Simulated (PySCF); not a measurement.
**How methods differ on the excitation energy of Pd**

Pd [Kr] 4d10 (1S) → Pd [Kr] 4d9 5s1, s spin flipped, as a difference of total energies. Computed with PySCF 2.14 in x2c-TZVPPall (8s6p6d2f1g, 79 functions), with the spin-free X2C one-electron Hamiltonian (Gaussian nucleus). Correlated levels: valence and next inner shell: [Ar] 3d10 frozen. The calculations carry no spin-orbit coupling.

```
                                method  excitation energy (eV)
                                   UHF                   0.142
    MP2 (valence and next inner shell)                   1.543
SCS-MP2 (valence and next inner shell)                   1.364
```

Problem. How much does correlation contribute at MP2 (valence and next inner shell)?

Solution. 1.543 − (0.142) = 1.401 eV, measured against UHF.

The upper determinant mixes two multiplicities, so it lies between the two terms.

The basis was made for the ground configuration and has no added diffuse functions, so the excitation energy can come out too high.
